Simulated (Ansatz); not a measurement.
A made-up structure of CHSeSi, doublet:

```xyz
4
angstrom
C -0.1831 0.4036 -0.2235
Si 1.2709 0.2034 0.7872
Se 0.1547 -1.6051 0.5106
H -0.9403 0.8285 -0.8316
```

It is relaxed with PBE-D4/def2-SVP and then PBE0-D4/def2-TZVP (Ansatz 0.2.0). Atoms count as bonded within 1.22 times the sum of their covalent radii (H–H: 0.88 Å). The end point is not checked to be a true minimum.

(1) Does its bonding change? (A judgement: the text doesn't fix the answer.)

Results:

(1) Computed: No: no bond forms or breaks.

Where it ends: The first stage lowers the energy by 0.85 eV in 7 steps. It ends as CHSeSi ([CH]1[Si][Se]1):
```
4
angstrom
C -0.1192 0.2886 -0.1522
Si 1.3521 0.3645 0.7997
Se -0.0268 -1.5172 0.3687
H -0.9038 0.6945 -0.7735
```

Labels in which every atom is bracketed show which atoms are joined, not bond orders.

For scale, one of the runs: PBE0-D4/def2-TZVP relaxation, 122 basis functions, launched by `ansatz run in.yaml --threads 2 --pin off --events-out ev --progress --plain --max-ram 4352MiB`. Hardware: 2 CPU threads of an Intel Xeon 6975P-C, shared host. Wall time about 20 s.
